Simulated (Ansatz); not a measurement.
## Abstraction of F: GeF4 + SnHF2 → GeF3 + SnHF3

Species: GeF4 (tetrafluorogermane) `[F][Ge]([F])([F])[F]`, singlet; SnHF2 `[F][SnH][F]`, doublet; GeF3 `[F][Ge]([F])[F]`, doublet; SnHF3 `[F][SnH]([F])[F]`, singlet. A radical takes F: the energy is the difference in strength between the Ge–F bond broken and the Sn–F bond made.

Shapes, held fixed at every level: PBE0-D4/def2-TZVP. Programs: Ansatz 0.2.0. The zero-point and thermal change to 298 K, harmonic and unscaled (PBE0-D4/def2-TZVP), is +0.9 kJ/mol.

```csv
level,kind,ΔH(298 K) (kJ/mol),less CCSD(T)/def2-TZVPP
MP2/def2-SVP,perturbation theory,+66.0,0.0
MP2/def2-TZVPP,perturbation theory,+64.1,-1.9
SPW92/def2-TZVPP,LDA,+56.5,-9.5
r2SCAN-D4/def2-TZVPP,meta-GGA,+56.5,-9.5
r2SCAN0-D4/def2-TZVPP,global hybrid,+62.8,-3.2
B2PLYP/def2-TZVPP,double hybrid,+57.3,-8.7
CCSD/def2-SVP,coupled cluster or CI,+69.7,+3.7
CCSD(T)/def2-TZVPP,coupled cluster or CI,+66.0,0.0
```

The highest level, CCSD(T)/def2-TZVPP, gives ΔH(298 K) = +66.0 kJ/mol; the levels span +56.5 to +69.7. The column of differences is taken from that level and isn't an error. No measured value is set beside it here. Open shells run unrestricted. For atoms past krypton def2 sets carry core potentials with scalar relativity. Relativity is left out for Ge. Outer-core shells of Ge, Sn are correlated, in sets that cover them unevenly.
